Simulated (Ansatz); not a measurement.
`N=C=C[SiH2][GeH3]`, relaxed with RKS PBE-D4/def2-SVP in Ansatz from a rough embedded geometry. The force threshold is 0.03 eV/Å; the program also tests the step.

Charge 0, multiplicity 1.

Start:

```xyz
12

N     0.451    2.263   -1.698
C    -0.309    1.372   -1.366
C    -1.118    0.437   -0.995
Si   -0.553   -1.068   -0.211
Ge    0.722   -0.648    1.660
H     1.468    2.329   -1.319
H    -2.229    0.626   -1.076
H     0.330   -1.765   -1.213
H    -1.675   -1.962    0.063
H     1.242   -1.957    2.232
H    -0.204    0.066    2.657
H     1.875    0.307    1.266
```

| step | energy (eV) | largest force (eV/Å) | largest move (Å) |
| --- | --- | --- | --- |
| 1 | -68042.2324 | 2.466 | 0.000 |
| 2 | -68042.8157 | 2.479 | 0.198 |
| 3 | -68043.0864 | 1.361 | 0.200 |
| 4 | -68043.1549 | 1.313 | 0.195 |
| 5 | -68043.2074 | 0.446 | 0.155 |
| 6 | -68043.2299 | 0.184 | 0.091 |
| 7 | -68043.2340 | 0.192 | 0.043 |
| 8 | -68043.2371 | 0.187 | 0.051 |
| 9 | -68043.2390 | 0.236 | 0.091 |
| 10 | -68043.2399 | 0.169 | 0.017 |
| 11 | -68043.2411 | 0.075 | 0.064 |
| 13 | -68043.2431 | 0.153 | 0.070 |
| 15 | -68043.2455 | 0.221 | 0.059 |
| 17 | -68043.2486 | 0.258 | 0.082 |
| 19 | -68043.2516 | 0.144 | 0.071 |
| 21 | -68043.2550 | 0.146 | 0.041 |
| 23 | -68043.2569 | 0.185 | 0.055 |
| 25 | -68043.2582 | 0.161 | 0.082 |
| 27 | -68043.2591 | 0.072 | 0.027 |
| 29 (rejected) | -68043.2589 | 0.075 | 0.024 |
| 30 | -68043.2597 | 0.029 | 0.011 |

End:

```xyz
12

N     0.182    2.028   -2.624
C    -0.323    1.448   -1.662
C    -0.935    0.723   -0.735
Si   -0.328   -0.978   -0.246
Ge    0.583   -0.934    1.971
H     0.973    2.662   -2.440
H    -1.801    1.172   -0.216
H     0.739   -1.407   -1.217
H    -1.459   -1.974   -0.290
H     1.014   -2.348    2.450
H    -0.470   -0.389    2.975
H     1.824   -0.001    2.034
```

It took 44 s on 4 threads of an Arm Neoverse V2 on a shared host, with 0.19 GiB of host memory at the peak.
